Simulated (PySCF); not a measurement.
A search over the determinants of ZnSb

Unrestricted PBE0; basis Zn def2-SVP, Sb def2-SVP with ECP28; scalar-relativistic core potentials; PySCF 2.14. Outer shells of the fragments: Zn 3d10 4s2; Sb 4d10 5s2 5p3.

Followed along the bond (rough minima from three points):

| 2Ms+1 | unpaired | ⟨S²⟩ at the start | R at minimum (Å) | Te (eV) |
| --- | --- | --- | --- | --- |
| 4 | σ ↑, π ↑↑ | 3.76 | 2.81 | 0.00 |
| 2 | σ ↓, π ↑↑ | 1.76 | 2.71 | 0.32 |
| 2 | σ ↑, π ↑↓ | 1.76 | 2.75 | 0.49 |
| 2 | π ↑ | 0.76 | 2.48 | 0.51 |
| 2 | σ ↑ | 0.76 | 2.72 | 1.42 |

Solutions found at the starting distance of 2.555 Å, counted from the lowest of them; the search is not exhaustive and high or unbound solutions are not listed, so other states can lie among these:

| 2Ms+1 | unpaired | term | E (eV) | ⟨S²⟩ | ⟨Lz²⟩ | μ (D) |
| --- | --- | --- | --- | --- | --- | --- |
| 4 | σ ↑, π ↑↑ | ⁴Σ⁻ | 0.00 | 3.76 | 0.00 | -0.81 |
| 2 | σ ↓, π ↑↑ | mixed | 0.27 | 1.76 | 0.00 | -1.13 |
| 2 | π ↑ | ²Π | 0.43 | 0.76 | 1.01 | -4.08 |
| 2 | σ ↑, π ↑↓ | mixed | 0.45 | 1.76 | 2.01 | -0.97 |
| 2 | σ ↑ | mixed | 1.37 | 0.76 | 2.00 | -0.91 |
| 4 | σ ↑↑, π ↑ | ⁴Π | 2.56 | 3.76 | 1.01 | -3.10 |
| 2 | π ↑ | ²Π | 2.99 | 0.75 | 1.00 | 4.39 |
| 4 | π ↑↑↑ | ⁴Π | 4.15 | 3.77 | 1.00 | -1.17 |

A term symbol is given only where ⟨S²⟩ and ⟨Lz²⟩ are close to those of a pure state; real π, δ and φ orbitals otherwise mix terms. A positive dipole means Zn(−)Sb(+).

Q: Compare the gap between the two lowest followed solutions at the starting distance with the gap between their minima.

A: At PBE0 the second solution (Ms = 0.5 of mixed spin, unpaired electrons σ ↓, π ↑↑) lies +0.27 eV from the first (quartet, unpaired electrons σ ↑, π ↑↑) at 2.555 Å and +0.32 eV at the minima; the two curves relax by different amounts, since their minima lie near 2.71 and 2.81 Å.

Spin–orbit coupling is left out. Counting both spins, an empty level lies below a filled one in some of these solutions, because spin and occupation are held.
